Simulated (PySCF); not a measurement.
## Two-dimensional NMR puzzle

Compound of formula C₄HF₃N₂O. Correlations simulated from computed shifts and the bond graph:

HSQC (one-bond C–H):
| δH | δC |
| --- | --- |
| 8.62 | 163.0 |

HMBC (two and three bonds, from the bond graph):
| δH | δC |
| --- | --- |
| 8.62 | 175.2 |

Carbons without hydrogens: δ 175.2, 170.8, 130.9.

No solvent model, no relativistic terms, one computed conformer. GFN2-xTB geometry; NMR shieldings at PBE0/pcSseg-1/GIAO; PySCF.

References, each an isolated molecule treated in the same way: $^{1}$H (31.72 ppm) and $^{13}$C (186.93 ppm) against TMS.

Exchangeable hydrogens are left out of these lists.

Question: Assemble the structure.

Answer: `FC(F)=C(F)c1ncno1`.

Numbering as in the mapped SMILES `[F:1][C:2]([F:3])=[C:4]([F:5])[c:6]1[n:7][cH:8][n:9][o:10]1` (H(Xn): hydrogen on atom n).

1. δC 175.2 is C6, a substituted aromatic carbon next to the ring oxygen.
2. δC 170.8 is C2, a fully substituted alkene carbon.
3. δC 163.0 is C8, an aromatic CH between two ring heteroatoms (δH 8.62).
4. δC 130.9 is C4, a fully substituted alkene carbon.
5. HMBC from δH 8.62 reaches the proton-free carbon C6.

The data come from this structure; uniqueness wasn't tested.

Shifts are as computed. Against solution values, carbons near 30 ppm lie about +3 ppm off and those near 130 ppm about +5 ppm. Of 1211 compounds with measured shifts, 218 miss one by over three times the rms of a fit or turn the order of signals round; such compounds aren't used in these exercises.
